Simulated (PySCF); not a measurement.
Task: Give a PBE0-D3(BJ)/def2-SVP geometry of `[I][W]([I])([I])([I])[I]` [radical]. (Doublet state.)

Result: 
Z-matrix in Å and degrees, rows numbered from 1:
```
W 
I   1  2.6653
I   1  2.6657  2  148.29
I   1  2.6642  2   85.77  3    74.93
I   1  2.6666  2   85.77  3   -74.86
I   1  2.5457  2  105.91  3  -179.94
```

W1 (tungsten bonded to 5 I) is square pyramidal (τ5 = (β − α)/60° = 0.01 from the two widest angles, 148.7° and 148.3° (0 for a square pyramid, 1 for a trigonal bipyramid)). The I–W distances run from 2.546 Å (W1–I6) to 2.667 Å (W1–I5), a spread of 0.121 Å.

Theory: PBE0-D3(BJ)/def2-SVP geometry optimisation, gas phase, def2 core potentials past Kr in PySCF.

Point group: C4v (every atom within 0.08 Å of its image). No PBE0-D3(BJ)/def2-SVP frequencies stand behind this structure, so it isn't proved a minimum. ⟨S²⟩ = 0.771 (exact for a doublet: 0.75).

For an open-shell metal species like this, the optimisation's SCF solution wasn't tested for stability and no frequencies at its level were run, so a lower state or another shape may exist.
